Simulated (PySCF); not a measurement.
Run record for `O=C(O)CC[SiH3]`: PW91/6-31G, damping 0.3 at the start, DIIS from the seventh cycle, TDA, 3 singlets.

Method: TDA PW91/6-31G, vertical, gas phase, core orbitals frozen in the response (PySCF 2.14.0, density-fitted response routines). Geometry: GFN2-xTB. The command runs a driver script over a list of jobs; the input below is this job's line of settings and its coordinates in Å.

Command:
```bash
OMP_NUM_THREADS=1 python probes_run.py task.json out
```

Input:
```
{"job": {"kind": "uv", "xc": "PW91", "basis": "6-31G", "nstates": 3, "ntriplets": 2, "tda": true, "scf": {"damp": 0.3}}, "charge": 0, "multiplicity": 1}
O      0.908047     0.770992    -0.888692
C      1.370718    -0.008647    -0.095016
O      2.681153    -0.253265    -0.019867
C      0.561420    -0.804005     0.882920
C     -0.714664    -0.060434     1.254206
Si    -1.674664     0.601176    -0.264960
H      3.167041     0.267052    -0.680522
H      0.310060    -1.746186     0.386160
H      1.182342    -1.041239     1.749666
H     -1.346110    -0.730658     1.836529
H     -0.459515     0.773487     1.908949
H     -1.372530     1.995821    -0.552941
H     -1.522706    -0.307036    -1.399596
H     -3.091271     0.542470     0.141024
```

Output:
```
damping 0.30 in the first 6 cycles
final grid: 110944 points
cycle   1  E = -558.5940704867  dE =  8.281e-01  |g| = 1.054e+00  |ddm| = 3.509e+00
cycle   2  E = -558.4473271577  dE =  1.467e-01  |g| = 1.373e+00  |ddm| = 2.167e+00
cycle   3  E = -558.2787823858  dE =  1.685e-01  |g| = 1.614e+00  |ddm| = 2.542e+00
cycle   4  E = -557.1541784221  dE =  1.125e+00  |g| = 2.705e+00  |ddm| = 4.419e+00
cycle   5  E = -556.7468519692  dE =  4.073e-01  |g| = 3.046e+00  |ddm| = 5.364e+00
cycle   6  E = -544.9318054293  dE =  1.182e+01  |g| = 5.179e+00  |ddm| = 9.614e+00
cycle   7  E = -506.8953527392  dE =  3.804e+01  |g| = 7.189e+00  |ddm| = 2.068e+01
cycle   8  E = -546.8443124490  dE = -3.995e+01  |g| = 4.251e+00  |ddm| = 2.341e+01
cycle   9  E = -545.2199997365  dE =  1.624e+00  |g| = 5.057e+00  |ddm| = 2.129e+01
cycle  10  E = -558.1981302473  dE = -1.298e+01  |g| = 1.610e+00  |ddm| = 1.498e+01
cycle  11  E = -558.6327373620  dE = -4.346e-01  |g| = 8.775e-01  |ddm| = 1.987e+00
cycle  12  E = -558.7375633678  dE = -1.048e-01  |g| = 6.194e-01  |ddm| = 1.252e+00
cycle  13  E = -558.8055361168  dE = -6.797e-02  |g| = 2.986e-01  |ddm| = 7.056e-01
cycle  14  E = -558.8179924574  dE = -1.246e-02  |g| = 2.124e-01  |ddm| = 4.104e-01
cycle  15  E = -558.8276645409  dE = -9.672e-03  |g| = 3.917e-02  |ddm| = 2.250e-01
cycle  16  E = -558.8280990003  dE = -4.345e-04  |g| = 2.318e-02  |ddm| = 9.588e-02
cycle  17  E = -558.8282364119  dE = -1.374e-04  |g| = 7.118e-03  |ddm| = 3.598e-02
cycle  18  E = -558.8282501774  dE = -1.377e-05  |g| = 1.687e-03  |ddm| = 9.442e-03
cycle  19  E = -558.8282510361  dE = -8.587e-07  |g| = 2.756e-04  |ddm| = 2.468e-03
cycle  20  E = -558.8282510628  dE = -2.667e-08  |g| = 5.484e-05  |ddm| = 5.265e-04
cycle  21  E = -558.8282510637  dE = -9.570e-10  |g| = 1.497e-05  |ddm| = 1.097e-04
converged SCF energy = -558.8282510637

Static polarisability (au): isotropic 57.939, principal 45.257 57.617 70.942

Singlet excitations
state   eV       nm        f      main configurations
  1   5.5416    223.7   0.00134   H->L 0.99
  2   6.2284    199.1   0.00404   H-1->L 0.98
  3   6.8172    181.9   0.00201   H-3->L 0.74, H-2->L 0.23

Triplet excitations (Tamm-Dancoff, eV): 5.0730 5.9498
```

H and L stand for HOMO and LUMO; the number after each pair is its weight.

Give S1 in cm⁻¹ and kJ/mol.

5.5416 eV × 8065.54 = 44696 cm⁻¹; × 96.485 = 534.7 kJ/mol.

Give the mean polarisability as a volume in Å³, and the ratio of the largest to the smallest principal value.

57.939 au × 0.148185 = 8.59 Å³; 70.942/45.257 = 1.57.

In short: SCF converged in 21 cycles with 74 basis and 688 fitting functions; HOMO -6.43 eV, LUMO -1.08 eV; lowest singlet 5.54 eV; lowest triplet 5.07 eV (Tamm–Dancoff); mean polarisability 57.9 au.

Cost: about 50 s of CPU time on one thread (grids of density and orbitals included); the machine was shared, so the figure is rough.

The values belong to the conformer `[O:1]=[C:2]([OH:3])[CH2:4][CH2:5][SiH3:6]`: O1–C2–C4–C5 -29°, C2–C4–C5–Si6 48°, H–O3–C2–O1 -1°.
